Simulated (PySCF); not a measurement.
Structure with atom numbers: `[SiH3:1][CH2:2][C:3]1=[CH:4][CH2:5]1`. Hydrogens are named by the atom that carries them.

PySCF 2.14.0 with density-fitted response routines calculation with geometry: PBE0-D3(BJ)/def2-SVP and shielding tensors at PBE/pcSseg-2 (GIAO); gas phase, one computed conformer, non-relativistic, averaged over atoms made equivalent by symmetry, fast rotation or ring inversion.

Chemical shifts δ = σref − σ; TMS for ¹³C, ¹H, ²⁹Si, all at this level.

```csv
atoms,nucleus,count,δ (ppm)
C4,¹³C,1,104.5
Si1,²⁹Si,1,-76.0
C2,¹³C,1,14.0
C5,¹³C,1,?
H(C5),¹H,2,1.22
C3,¹³C,1,?
H(Si1),¹H,3,4.04
H(C2),¹H,2,2.41
H(C4),¹H,1,?
```

Task: Complete the table.

Result: 
- C3: 127.9 ppm, fully substituted alkene carbon; the olefinic region
- C5: 10.9 ppm, three-membered-ring carbon; carbons of three-membered rings are unusually shielded
- H(C4): 6.43 ppm, hydrogen on an alkene CH; attached to an sp2 carbon and in the plane of the double bond

Shifts are as computed, not scaled to solution data. Of 1313 compounds with measured shifts, 239 miss one by over three times the rms of a fit or turn the order of signals round; such compounds aren't used in these exercises.
